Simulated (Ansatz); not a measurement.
Reactions of CH6AlFOSi, SMILES `F[CH2][AlH][O][SiH3]`.

Program: Ansatz. Geometries: PBE0-D4/def2-TZVP. ΔE: electronic, gas phase. CCSD(T)/CBS adds triple-zeta CCSD(T) − MP2 to the extrapolated MP2 energy (def2 sets, frozen cores). This one scheme is used for every species. DFT in def2-TZVPP. One conformer a species, not always the lowest.

```tsv
reaction	ωB97X-V (eV)	CCSD/CBS(def2) (eV)	MP2/CBS(def2) (eV)
`F[CH2][AlH][O][SiH3]` + `COB(O)O` → `COB(O)O[SiH3]` + `[OH][AlH][CH2]F`	0.32	0.33	0.31
`F[CH2][AlH][O][SiH3]` + H₂ → `[CH3][AlH][O][SiH3]` + H–F	-1.36	-1.53	-1.59
`F[CH2][AlH][O][SiH3]` + CH₄ → `C[CH2][AlH][O][SiH3]` + H–F	-0.47	-0.61	-0.74
`F[CH2][AlH][O][SiH3]` + H₂ → `F[CH2][AlH2]` + `O[SiH3]`	1.51	1.53	1.63
`F[CH2][AlH][O][SiH3]` + `O[SiH3]` → `[SiH3][O][AlH][O][SiH3]` + `CF`	-1.94	-2.01	-2.03
`F[CH2][AlH][O][SiH3]` → `[OH][AlH][CH2]F` + `[SiH2]`	3.65	3.53	3.76
```

(1) Give the CCSD(T)/CBS values in the same order. (Estimate.)

Largest T1 diagnostic: 0.014, for `[SiH2]`.

## Answers

(1) The calculation gave: 0.31, -1.51, -0.63, 1.56, -1.99, 3.55 eV.
